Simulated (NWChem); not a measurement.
System: C6H13B; SMILES C=CB(CC)CC

NWChem input:

```
start job
memory heap 200 mb stack 900 mb global 1100 mb
geometry units angstroms noautosym nocenter noautoz
  B      0.087156     0.028082     0.103805
  C      0.716315    -1.417952     0.215488
  C     -0.114509    -2.611103    -0.244032
  H      0.932363    -1.513248     1.301566
  H      1.720042    -1.446093    -0.244465
  H     -0.328374    -2.562363    -1.324116
  H     -1.086003    -2.659053     0.272265
  H      0.397694    -3.568546    -0.059077
  C     -1.482574     0.189343     0.028206
  C     -2.088759     1.586389     0.063470
  H     -1.923038    -0.446682     0.821294
  H     -1.786685    -0.336715    -0.900016
  H     -1.711139     2.212789    -0.760235
  H     -1.847109     2.110749     1.002081
  H     -3.186788     1.565854    -0.020715
  C      1.017514     1.289259     0.109637
  C      2.305954     1.284316    -0.268943
  H      0.591997     2.266517     0.375733
  H      2.912389     2.196634    -0.306628
  H      2.812524     0.363557    -0.579708
end
basis spherical
  * library 6-31g*
end
dft
  xc b3lyp
  iterations 150
end
property
  efieldgrad
end
task dft property
```

The geometry was optimised at PBE0/def2-SVP. Not confirmed as a minimum by frequencies. B3LYP is NWChem's, with the RPA form of VWN correlation.

Vzz is the largest principal value of the second derivative of the potential at the nucleus (NWChem prints the opposite sign); η is the asymmetry. Non-relativistic.

Atoms are numbered as in the input.

Task: What results follow from this input? (B3LYP/6-31G* (spherical d).) Quantities: Vzz B1 (a.u.); η B1.

Result: 
```
Item           Result
-------------  ------
Vzz B1 (a.u.)   0.509
η B1             0.05
```
